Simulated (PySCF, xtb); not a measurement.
InH₃, SMILES [InH3].

xtb with GFN2-xTB at its own geometry gives an orbital gap of 4.91 eV and a dipole moment of 0.00 D.

Geometry optimised at B3LYP-D3(BJ)/def2-TZVPD. The def2 effective core potentials stand for the cores of In; spin–orbit coupling is left out.

**Question.** What does B3LYP/def2-TZVPD in PySCF give? (The exact figures need the calculation; the answer reports its results.)

**Answer.** gap 5.79 eV (levels -8.00 and -2.21 eV), dipole 0.00 D.
